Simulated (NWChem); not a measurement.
System: C2H3BO3; SMILES O=CB1OCO1

NWChem input:

```
start job
memory heap 200 mb stack 900 mb global 1100 mb
geometry units angstroms noautosym nocenter noautoz
  O     -0.513962     2.355060     0.186651
  C      0.374637     1.541269     0.276318
  B      0.117680    -0.018936     0.101255
  O     -1.028225    -0.733781    -0.161046
  C     -0.155692    -1.851477    -0.099124
  O      1.003062    -1.074234     0.171195
  H      1.427142     1.874968     0.490200
  H     -0.404529    -2.535533     0.728166
  H     -0.087101    -2.386006    -1.060338
end
basis spherical
  O library 6-31+g*
  C library 6-31+g*
  B library 6-31+g*
  H library 6-31+g*
end
dft
  xc xcamb88 1.00 lyp 0.81 vwn_5 0.19 hfexch 1.00
  cam 0.33 cam_alpha 0.19 cam_beta 0.46
  iterations 150
end
property
  response 1 0.0
end
task dft property
```

The geometry was optimised at PBE0/def2-SVP.

Static field.

What results follow from this input? (CAM-B3LYP/6-31+G* (spherical d).) Quantities: isotropic polarisability (bohr³); anisotropy (bohr³).


```json
{
  "isotropic polarisability (bohr³)": "41.4",
  "anisotropy (bohr³)": "21.6"
}
```
